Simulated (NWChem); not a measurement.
Species: BNH anion

```xyz
3

B      0.0000     0.0000    -0.5878
N      0.0000     0.0000     0.6746
H      0.0000     0.0000    -1.7838
```
Atoms are numbered in this order, from 1.

Results from NWChem. Sets without diffuse functions describe the anion's extra electron poorly. Geometry: optimised at B3LYP/def2-SVPD.

### Question
Taking Hartree-Fock/cc-pVQZ as the yardstick, which of these has the fewest basis functions while keeping “highest occupied level (eV)” within 0.05 eV of it: Hartree-Fock/cc-pVDZ; Hartree-Fock/aug-cc-pVTZ; Hartree-Fock/cc-pVTZ; Hartree-Fock/aug-cc-pVDZ?

### Answer
none of them.
| level | basis functions | highest occupied level (eV) |
|---|---|---|
| Hartree-Fock/cc-pVDZ | 33 | -2.60 |
| Hartree-Fock/aug-cc-pVDZ | 55 | -3.17 |
| Hartree-Fock/cc-pVTZ | 74 | -2.94 |
| Hartree-Fock/aug-cc-pVTZ | 115 | -3.18 |
| Hartree-Fock/cc-pVQZ | 140 | -3.07 |

The yardstick is one finite set, not the basis-set limit.
